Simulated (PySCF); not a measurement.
disilazane (H7NSi2), SMILES [SiH3]N[SiH3].

The structure is a stationary point at B3LYP-D3(BJ)/def2-SVP.

Computed with TDDFT-LC-ωPBE/def2-SVPD (PySCF).

Vertical excitations.  State labels are in the subgroup Cs.

Computed excitation energies, oscillator strengths and character:
```
state  symmetry  energy (eV)  λ (nm)      f                                                                main pairs
-----  --------  -----------  ------  -----  ------------------------------------------------------------------------
S1           A'         6.62     187  0.003                                                            HOMO→LUMO 84 %
S2           A'         7.78     159  0.047                       HOMO→LUMO+1 47 %, HOMO→LUMO+3 25 %, HOMO→LUMO+4 9 %
S3           A"         8.11     153  0.003                                        HOMO→LUMO+5 63 %, HOMO→LUMO+2 16 %
S4           A'         8.17     152  0.023                                        HOMO→LUMO+3 69 %, HOMO→LUMO+1 18 %
S5           A"         8.33     149  0.000  HOMO→LUMO+2 40 %, HOMO→LUMO+6 22 %, HOMO−2→LUMO+1 10 %, HOMO−2→LUMO 10 %
S6           A'         8.38     148  0.001                                                          HOMO→LUMO+4 77 %
S7           A"         8.75     142  0.000                                      HOMO−1→LUMO 64 %, HOMO−1→LUMO+1 13 %
S8           A"         8.93     139  0.010                      HOMO→LUMO+6 44 %, HOMO→LUMO+2 27 %, HOMO−2→LUMO 11 %
S9           A'         8.94     139  0.053                                                          HOMO→LUMO+7 64 %
S10          A'         9.08     136  0.009                   HOMO−3→LUMO 57 %, HOMO−3→LUMO+1 13 %, HOMO−1→LUMO+5 9 %
T1           A'         6.21     200      0                                          HOMO→LUMO 75 %, HOMO→LUMO+1 15 %
T2           A'         7.39     168      0        HOMO→LUMO+1 37 %, HOMO→LUMO+3 27 %, HOMO→LUMO+4 9 %, HOMO→LUMO 7 %
T3           A'         7.63     163      0                      HOMO→LUMO+3 58 %, HOMO→LUMO+4 13 %, HOMO→LUMO+1 11 %
T4           A"         7.68     161      0                    HOMO→LUMO+5 56 %, HOMO−2→LUMO 21 %, HOMO−2→LUMO+1 10 %
```
Triplets are in the Tamm–Dancoff approximation, which puts them higher than full response would, so one can lie above its singlet here.
